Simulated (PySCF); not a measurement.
# Bonding in 4-methylene-2,5-cyclohexadiene-1-one

Compound: 4-methylene-2,5-cyclohexadiene-1-one, C7H6O.
SMILES with atom numbers: `[CH2:1]=[C:2]1[CH:3]=[CH:4][C:5](=[O:6])[CH:7]=[CH:8]1` (hydrogens: H9, H10 on C1; H11 on C3; H12 on C4; H13 on C7; H14 on C8)

Cartesian coordinates in Å at the GFN2-xTB level; atoms count from 1:
```
atom  x, y, z in Å
C1     2.2753   -0.0933   -0.2666
C2     0.9401   -0.0385   -0.1112
C3     0.2273    1.2226   -0.1044
C4    -1.1013    1.2830    0.0504
C5    -1.9222    0.0789    0.2228
O6    -3.1338    0.1285    0.3637
C7    -1.1835   -1.1891    0.2128
C8     0.1456   -1.2381    0.0572
H9     2.8661    0.7984   -0.3913
H10    2.8046   -1.0311   -0.2717
H11    0.8143    2.1222   -0.2304
H12   -1.6301    2.2249    0.0553
H13   -1.7739   -2.0851    0.3386
H14    0.6710   -2.1837    0.0527
```

Bond orders from the PBE0/pcSseg-1 density (PySCF). Geometry: GFN2-xTB; no solvent, vibrations or thermal averaging.

Where do the orders between heavy atoms depart from those drawn in the SMILES?

The largest departure is 0.269, at C3–C4 (drawn double, 1.731) and C7–C8 (drawn double, 1.731).

Set the Mayer orders of the bonds beside their lengths.

```csv
bond,drawn as,length (Å),Mayer order
C1–C2,double,1.345,1.807
C2–C3,single,1.449,1.086
C3–C4,double,1.339,1.731
C4–C5,single,1.467,1.072
C5–O6,double,1.221,1.860
C5–C7,single,1.468,1.072
C7–C8,double,1.339,1.731
C8–C2,single,1.449,1.085
C1–H9,single,1.077,0.938
C1–H10,single,1.077,0.938
C3–H11,single,1.082,0.962
C4–H12,single,1.080,0.950
C7–H13,single,1.080,0.950
C8–H14,single,1.082,0.962
```

Bonds between the same two heavy elements. C–C: lowest C4–C5 and C5–C7 (1.072, 1.467 Å), highest C1–C2 (1.807, 1.345 Å); in 2 of the 21 pairs the longer bond (by over 0.003 Å) has the higher order (by 0.02 or more). Bonds named together lie within 0.004.

Sum the orders of all bonds at each heavy atom with more than one neighbour and set the sums beside the valence in the SMILES.

C1 3.683 (drawn 4), C2 3.978 (drawn 4), C3 3.779 (drawn 4), C4 3.753 (drawn 4), C5 4.004 (drawn 4), C7 3.753 (drawn 4), C8 3.778 (drawn 4). Orders between atoms that aren't bonded are not in these sums.

The Mayer order sums products of elements of PS (density times overlap matrix) between the two atoms' basis functions, so it depends on the basis set.
